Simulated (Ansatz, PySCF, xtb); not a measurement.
Complex: C2H4 (SMILES C=C) (first 6 atoms) with H4OSi (SMILES O[SiH3]); geometry from B3LYP-D3(BJ)/def2-TZVP, rigid monomers moved along the line of their centres of mass till H4···O7 is 3.04 Å.
(charge 0, multiplicity 1):
```json
[
 {"atom": "C", "x (Å)": "-0.3552", "y (Å)": "-0.4689", "z (Å)": "-0.0182"},
 {"atom": "C", "x (Å)": "0.4663", "y (Å)": "0.5705", "z (Å)": "0.0029"},
 {"atom": "H", "x (Å)": "-1.1645", "y (Å)": "-0.5394", "z (Å)": "-0.7351"},
 {"atom": "H", "x (Å)": "-0.2469", "y (Å)": "-1.2837", "z (Å)": "0.6863"},
 {"atom": "H", "x (Å)": "1.2720", "y (Å)": "0.6355", "z (Å)": "0.7235"},
 {"atom": "H", "x (Å)": "0.3667", "y (Å)": "1.3942", "z (Å)": "-0.6938"},
 {"atom": "O", "x (Å)": "0.6923", "y (Å)": "-0.9865", "z (Å)": "3.5658"},
 {"atom": "Si", "x (Å)": "-0.3212", "y (Å)": "0.2065", "z (Å)": "4.1073"},
 {"atom": "H", "x (Å)": "1.5641", "y (Å)": "-1.0548", "z (Å)": "3.9617"},
 {"atom": "H", "x (Å)": "-0.4221", "y (Å)": "0.1755", "z (Å)": "5.5887"},
 {"atom": "H", "x (Å)": "-1.6384", "y (Å)": "-0.0673", "z (Å)": "3.5053"},
 {"atom": "H", "x (Å)": "0.1522", "y (Å)": "1.5532", "z (Å)": "3.7077"}
]
```

Interaction energies are E(AB) − E(A) − E(B) at the monomers' geometry in the complex; basis-set methods are counterpoise corrected. Rows marked so take none.

Rows in STO-3G carry no dispersion term and start afresh at each structure.

The values were computed with Ansatz (an electronic-structure program); PySCF for STO-3G rows, the dispersion terms; xtb for the GFN methods. 

One of these levels gives -0.68 kcal/mol for the interaction energy. Name it.
(A) HF/STO-3G (no counterpoise)
(B) PBE-D4/def2-TZVPPD
(C) GFN2-xTB
(D) PBE/def2-TZVPPD

D, PBE/def2-TZVPPD. The others give -1.14 (GFN2-xTB), -0.17 (HF/STO-3G (no counterpoise)), -1.77 (PBE-D4/def2-TZVPPD)
